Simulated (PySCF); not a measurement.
## Si5H13NO3

The system: Si5H13NO3, a molecule; neutral, singlet. The structure, one conformer, was relaxed in the gas phase by PBE0-D3(BJ)/def2-SVP. No frequency run checks that it is a minimum.

SMILES: [SiH3]N[Si](O[SiH3])(O[SiH3])O[SiH3]

Coordinates in Å:
```
Si1     0.342   -1.749    1.978
O2      0.173   -0.211    1.380
Si3    -0.036    0.651   -0.007
O4      1.419    1.187   -0.560
Si5     2.963    0.608   -0.767
O6     -0.712   -0.365   -1.108
Si7    -0.559   -1.690   -2.091
N8     -1.009    2.024    0.263
Si9    -2.634    2.062    0.887
H10     0.417   -1.668    3.463
H11     1.595   -2.369    1.449
H12    -0.822   -2.596    1.580
H13     3.694    1.541   -1.667
H14     2.916   -0.752   -1.389
H15     3.669    0.515    0.545
H16     0.154   -2.786   -1.366
H17    -1.920   -2.155   -2.478
H18     0.218   -1.335   -3.315
H19    -0.577    2.902   -0.008
H20    -2.728    2.878    2.137
H21    -3.599    2.639   -0.100
H22    -3.016    0.652    1.186
```

Shieldings: GIAO PBE0/pcSseg-1. Shifts are against computed references at the same level: H TMS (σ 31.27 ppm), Si TMS (σ 352.0 ppm). Core levels by delta-SCF with SCAN, pcX-2 on the ionised atom and pcseg-1 elsewhere, spin-free X2C (2p3/2 is the spin-free 2p value less a third of a first-order spin-orbit splitting); from the vacuum level, for chosen atoms.

Give the shieldings and core levels atom by atom.


```tsv
atoms	bonded to	σ (ppm)	δ (ppm)	core level (eV)
Si1	1 O + 3 H	390.0	-38.0	-
O2	2 Si	283.6	-	1s 537.80
Si3	1 N + 3 O	431.1	-79.1	2p3/2 108.21
O4	2 Si	286.2	-	1s 537.89
Si5	1 O + 3 H	390.4	-38.4	-
O6	2 Si	285.6	-	1s 537.80
Si7	1 O + 3 H	392.3	-40.3	-
N8	2 Si + 1 H	248.4	-	1s 404.26
Si9	1 N + 3 H	407.5	-55.5	-
H10 H11 H12	1 Si	26.14	5.13	-
H13 H14 H15	1 Si	26.20	5.07	-
H16 H17 H18	1 Si	26.10	5.17	-
H19	1 N	31.08	0.19	-
H20 H21 H22	1 Si	26.68	4.59	-
```

Values are those of this one static structure, with the three H of a rotating XH3 group averaged; atoms that internal rotation interchanges would show their mean in an NMR spectrum.

By CAM-B3LYP/def2-SVPD (TDDFT singlets, Tamm-Dancoff triplets, ionisation by delta-SCF), where does absorption start, and what does vertical ionisation take?

The lowest singlet lies at 6.61 eV (f 0.007), the strongest of the first 6 at 7.75 eV (f 0.015), the lowest triplet at 6.31 eV; vertical ionisation takes 9.76 eV.
